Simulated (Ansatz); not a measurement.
Species: CsI, charge 1, doublet. CsI+ (parent SMILES [I][Cs], doublet).
B3LYP-D3(BJ)/def2-TZVP minimum from Ansatz (a first-principles code):
```xyz
2

Cs     0.0000     0.0000    -2.0048
I      0.0000     0.0000     2.0804
```
Charge +1, spin multiplicity 2.

Total energies in def2-TZVPP, 7 correlated electrons, 13 frozen orbitals. Radicals and triplets start from unrestricted determinants; spin-orbit coupling is neglected. Cores are frozen in correlated methods (noble-gas shells, and filled d and f shells in the p block). Past Kr the def2 sets carry scalar-relativistic core potentials. Spin-orbit terms, left out, reach several kcal/mol for Br and I, and more for heavier atoms. The spin of CsI+ (parent SMILES [I][Cs], doublet) was assumed, and the state is the lowest solution found for it.

```json
[
 {"method": "HF", "program": "Ansatz", "energy (Eh)": "-316.39026", "minus CCSDT(Q) (mEh)": "136.09"},
 {"method": "MP2", "program": "Ansatz", "energy (Eh)": "-316.50340", "minus CCSDT(Q) (mEh)": "22.95"},
 {"method": "CCSD", "program": "Ansatz", "energy (Eh)": "-316.52169", "minus CCSDT(Q) (mEh)": "4.67"},
 {"method": "CCSD(T)", "program": "Ansatz", "energy (Eh)": "-316.52569", "minus CCSDT(Q) (mEh)": "0.66"},
 {"method": "CCSDT(Q)", "program": "Ansatz", "energy (Eh)": "-316.52635", "minus CCSDT(Q) (mEh)": "0.00"}
]
```

Rough core times of Ansatz's runs on a shared machine: CCSD(T) 30 s, CCSDT(Q) 3 min.
